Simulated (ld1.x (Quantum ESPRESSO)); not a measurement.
**dysprosium: one change to a TM potential, before and after**

ld1.x (Quantum ESPRESSO) 7.5 input, shortened:

```
&input
   title='Dy', zed=66., rel=1, dft='PBE', iswitch=3,
   config='[Xe] 4f9 5d1 6s0 6p0'
 /
 &inputp
   pseudotype=2, tm=.true., lloc=-1, rcloc=3.20,
   nlcc=.true., new_core_ps=.true., rcore=2.45
 /
3
6S  1  0   0.00   0.00  3.00  3.00  0.0
6P  2  1   0.00   0.00  3.65  3.65  0.0
5D  3  2   1.00   0.00  3.35  3.35  0.0
 &test
   configts(1)='5d1 6s0 6p0'
 /
```

Change: all radii but the core radius scaled by about 1.06 (s 3.18, p 3.86, d 3.54 bohr); local potential all-electron potential smoothed inside 3.38 bohr (lloc = -1).

Cutoffs: the cutoffs (Ry, on a coarse ladder) from which the occupation-weighted sum of valence levels, in a spherical-Bessel basis at the reference potential, stays within 10 and 1 mRy of its value at 400 Ry; they do not see the model core or the augmentation charge, which bear on the density cutoff. Errors are all-electron minus pseudo energies relative to the spin-unpolarised reference configuration.

Question: What does the change do?

Answer: The potential gets softer (15 Ry and 18 Ry → 12 Ry and 18 Ry); the bound ghost in s disappears; of the 7 tests that both files solve, the error grows in 3 and shrinks in 0 by more than 15 % and 0.3 meV (median size 11.2 → 17.9 meV). A larger radius leaves more room for a smooth pseudo-wave, so fewer plane waves are needed. More of the atom is replaced by a form fitted at one configuration, so other configurations suffer.

```csv
quantity,base,changed
"cutoff, loose",15 Ry,12 Ry
"cutoff, tight",18 Ry,18 Ry
bound ghosts,s,none
"error for 5d1 6s2 6p0, meV [ΔE -19.27 eV]",-9.9,-18
"error for 5d1 6s1 6p0, meV [ΔE -12.43 eV]",-8.7,-11
"error for 5d1 6s1.5 6p0, meV [ΔE -16.51 eV]",-11,-17
"error for 5d0 6s2 6p1, meV [ΔE -17.69 eV]",-86,-78
"error for 5d2 6s0 6p0, meV [ΔE -10.94 eV]",-107,-102
"error for 5d1 6s0 6p1, meV [ΔE -8.67 eV]",+6.3,+5.6
"error for 5d0 6s2 6p0, meV [ΔE -13.43 eV]",-76,-67
```

 A true bound ghost makes a file unfit for plane-wave use even where its test errors are small: the radial tests pick states by their node count and pass the ghost by.
